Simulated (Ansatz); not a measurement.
Molecule: sum formula TaO$_{4}$H$_{3}$ (charge +1, doublet). The spin state was set by rule; other spins were not relaxed. 
Coordinates optimised at B3LYP-D3(BJ)/def2-TZVP (Ansatz, a program for electronic structure):
```
Ta
O 1 1.8346
H 2 0.9627 1 173.02
O 1 1.8369 2 110.95 3 -115.00
H 4 0.9642 1 167.56 2 -56.88
O 1 1.8369 2 110.95 3 115.00
H 6 0.9642 1 167.56 2 56.88
O 1 1.9093 2 110.05 3 0.00
```
Charge +1, spin multiplicity 2.

Basis-set convergence of Hartree-Fock and CCSD(T) correlation energies (hartree) with Ansatz. Valence correlation only, unless marked. Open shells are spin-unrestricted. Spin-orbit coupling is left out. Frozen are the shells of the preceding noble gas and the d and f shells that filled before the atom's block. Past Kr the def2 sets carry scalar-relativistic core potentials.

```csv
basis,functions,E(HF),"E(corr, CCSD(T))"
def2-SVP,103,-357.25830,-0.88802
def2-TZVPP,222,?,?
```

Complete the blanks.


- def2-TZVPP, E(HF): -357.67273
- def2-TZVPP, E(corr, CCSD(T)): -1.11435
